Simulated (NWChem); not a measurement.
Molecule: SiH2Cl, doublet; SMILES [SiH2]Cl

In the optimisation the excess spin sits in a' (Cs, its own frame). B3LYP is NWChem's, with the RPA form of VWN correlation.

Question: Give the equilibrium geometry at B3LYP/6-31G* (spherical d), spin-unrestricted (NWChem) as a Z-matrix, with the point group.

Answer: point group Cs; any orientation.
```
Si
H 1 1.4907
H 1 1.4907 2 110.55
Cl 1 2.0824 2 108.34 3 -118.58
```
